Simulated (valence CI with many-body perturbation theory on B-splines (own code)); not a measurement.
Results of a calculation; reference values are marked as such.
## Basis-set convergence for K XIV

Level of theory: valence CI with perturbative core correlation (CI+MBPT): four valence electrons over a frozen Dirac-Fock core [He], a basis of 9 s, 9 p, 8 d, 6 f, 3 g, 1 h functions for each j, with the one-electron correlation potential Σ1 (screened to all orders), the two-electron term Σ2, the three-electron term Σ3, Breit, model QED; selected single and double excitations, second order for the rest, scaled by the run's own slope (own B-spline code, finite nucleus).

No measured levels were compared; by estimate levels of excited configurations hold to 0.05 to 0.15 % of their energy, terms of the ground configuration to about 0.5 %. Among the levels kept, up to 340 cm⁻¹ of a level comes from second order outside the variational space, and about a tenth of that is noise between levels of different J, which matters for small intervals.

The reference run has the lowest level 2s2.2p2 3P_0 and an ionisation energy of 786.814 eV. Its largest variational space holds 25171 state functions.

Changed runs:
A. basis 6 s, 6 p, 5 d, 3 f, 1 g
B. basis 5 s, 5 p, 4 d, 2 f

Excitation energies of the reference run in cm⁻¹, and shifts in cm⁻¹:

```
                 Level  Reference       A       B
          2s2.2p2 3P_1      13242    -6.3     -17
          2s2.2p2 3P_2      28231    +0.6    -0.9
          2s2.2p2 1D_2      96132    +154    +460
          2s2.2p2 1S_0     179276    +222    +660
          2s.2p3 5S°_2     250445    -251    -774
          2s.2p3 3D°_2     458847     +89    +266
          2s.2p3 3D°_1     459568     +87    +264
          2s.2p3 3D°_3     461054     +90    +260
          2s.2p3 3P°_0     537671    +155    +469
          2s.2p3 3P°_1     538311    +154    +465
          2s.2p3 3P°_2     540208    +153    +460
          2s.2p3 1D°_2     676978    +283    +878
Ionisation energy (eV)    786.814  -0.020  -0.063
```
